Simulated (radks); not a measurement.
Results of a calculation; reference values are marked as such.
Problem. The sulfur ion S2+, configuration [Ne] 3p(up 2, down 2) 3s(up 0, down 0) (spins set by hand, not the high-spin state). Code: a radial shooting solver on a logarithmic mesh with Libxc functionals. Model: scalar-relativistic Kohn-Sham, r2SCAN, spin-polarised, spherical densities, finite nucleus; meta-GGA in the generalised Kohn-Sham scheme; Fermi nuclear charge, rms radius 3.2611 fm. Some entries of the table are withheld. Estimate them.

orbital  occ.  eigenvalue (eV)  <r> (bohr)  <r^2> (bohr^2)
1s          2              (1)     0.09687         0.01264
2s          2        -245.1521         (2)          0.2698
2p          6        -187.9142         (3)          0.2423
3s          0         -41.1371       1.582           2.867
3p          4         -29.1456       1.755           3.573

Solution. 
(1) 1s eigenvalue (eV): -2448.780
(2) 2s <r> (bohr): 0.4764
(3) 2p <r> (bohr): 0.4407
